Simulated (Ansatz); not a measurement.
Computed with Ansatz on PBE0-D4/def2-TZVP structures; ΔE is electronic, products minus reactants. CCSD(T)/CBS is the MP2 limit (def2-TZVPP, def2-QZVPP) plus CCSD(T) − MP2 in def2-TZVPP, frozen cores. Functionals use def2-TZVPP. B3LYP here is the variant with VWN-RPA as its local correlation; programs differ in this. One conformer a species, not always the lowest.

Reaction (redistribution): `C[SiH](Cl)N[SiH2]Cl` + `BN[SiH3]` → `[SiH3]N[SiH2]Cl` + `BN[SiH](C)Cl`

```tsv
level	ΔE (kJ/mol)	difference from CCSD(T)/CBS
B3LYP-D4	3.9	1.4
ωB97X-V	2.8	0.3
PBE0	1.3	-1.2
HF/def2-TZVPP	0.3	-2.2
MP2/def2-TZVPP	2.7	0.2
CCSD/def2-TZVPP	2.0	-0.5
CCSD(T)/def2-TZVPP	2.4	-0.1
HF/def2-QZVPP	0.2	-2.3
HF/CBS(def2)	0.1	-2.4
MP2/CBS(def2)	2.8	0.3
CCSD(T)/CBS	2.5	0
```

Largest T1 diagnostic among the species: 0.012.
